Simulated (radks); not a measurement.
Species: neutral silver. Configuration: [Kr] 4d10 5s1. Calculated with a radial shooting solver on a logarithmic mesh with Libxc functionals: scalar-relativistic Kohn-Sham, BLYP, spin-polarised, spherical densities, finite nucleus; open shells are filled with parallel spins first (spin-orbit coupling, left out, can overturn this in heavy ions); Fermi nuclear charge, rms radius 4.5454 fm.

Unscreened Slater integrals over Kohn-Sham orbitals (hartree). They are taken over the spin-up orbitals.

integral      value
F0(5s,5s)   0.28919
F0(5s,4d)   0.36009
G2(5s,4d)  0.060111
F0(5s,4p)   0.37374
G1(5s,4p)  0.018254
F0(5s,4s)   0.37613
G0(5s,4s)  0.011749
F0(4d,4d)   0.64322
F2(4d,4d)   0.31042
F4(4d,4d)   0.20006
F0(4d,4p)   0.74453
F2(4d,4p)   0.35606
G1(4d,4p)   0.44442
G3(4d,4p)   0.26969
F0(4d,4s)   0.76782
G2(4d,4s)   0.32283
F0(4p,4p)   0.89994
F2(4p,4p)   0.47034
F0(4p,4s)   0.93995
G1(4p,4s)   0.63649
F0(4s,4s)   0.98629
